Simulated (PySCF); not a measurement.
**Assignment exercise: C₅H₉BO₂**

Mapped SMILES: `[CH:1]#[C:2][B:3]([OH:4])[O:5][CH2:6][CH2:7][CH3:8]`; H(Xn) means a hydrogen on atom n.

Computational details: geometry: PBE0-D3(BJ)/def2-SVP, GIAO B3LYP/pcSseg-1 shieldings, spin–spin couplings from B3LYP/pcJ-1 (spin–dipole term only in couplings to heteroatoms), in PySCF 2.14 (equivalent nuclei averaged, in vacuum, a single conformation, relativity neglected).

Shifts are taken against calculated references (same method and geometry level): 13C and 1H against TMS.

(1) Assign these signals to the numbered atoms. 13C{1H} NMR (computed): δ 94.8 (CH), 84.2 (C), 71.6 (CH2), 30.2 (CH2), 11.2 (CH3).

(2) Assign these signals to the numbered atoms. 1H NMR (500 MHz, computed): δ 3.84 (t, J = 8.2 Hz, 2H), 3.81 (br s, 1H), 2.21 (s, 1H), 1.52 (sext, J = 8.4 Hz, 2H), 0.90 (t, J = 8.4 Hz, 3H).

Answers

(1) 
| δ (ppm) | atoms | environment | reason |
| --- | --- | --- | --- |
| 94.8 | C1 | terminal alkyne carbon | sp carbons lie upfield of alkene carbons because the cylindrical π system leaves one tensor component strongly shielded |
| 84.2 | C2 | alkyne carbon | sp carbons lie upfield of alkene carbons because the cylindrical π system leaves one tensor component strongly shielded |
| 71.6 | C6 | sp3 CH2 bonded to O | deshielded by the electronegative neighbour |
| 30.2 | C7 | sp3 CH2 | saturated and bonded to C and H only |
| 11.2 | C8 | methyl carbon | a saturated carbon with 1 carbon neighbour and no heteroatom attached |

(2) 
3.84 → H(C6), hydrogen on an sp3 CH2 bonded to O: its carbon carries O, hence the downfield position
3.81 → H(O4), hydrogen on an oxygen bonded to B: labile proton, position sensitive to the medium
2.21 → H(C1), hydrogen on a terminal alkyne carbon: it lies on the axis of the triple bond, in its shielding cone
1.52 → H(C7), hydrogen on an sp3 CH2
0.90 → H(C8), hydrogen on a methyl carbon: far from electronegative atoms and π systems

H(C6) and H(O4) lie closer than the usual error of such a calculation, so a measured spectrum could show them in the other order.

The OH or NH signal is concentration- and solvent-dependent in practice; the value given is the gas-phase one. A carbon bonded to boron is broadened by the quadrupolar boron nucleus and is often missing from a measured spectrum. Multiplet labels drop couplings under 1 Hz and merge nearly equal ones. Unscaled 3J(H,H) at this level run about 10 % above measured values. Shifts are as computed. Against solution values, carbons near 30 ppm lie about +2 ppm off and those near 130 ppm about +6 ppm. Of 1309 compounds with measured shifts, 239 miss one by over three times the rms of a fit or turn the order of signals round; such compounds aren't used in these exercises. Vicinal H,H couplings across rotating CH2–CH2 and CH–CH2 bonds are estimated from the computed gauche and anti values for equal rotamer populations, (2 J gauche + J anti)/3.
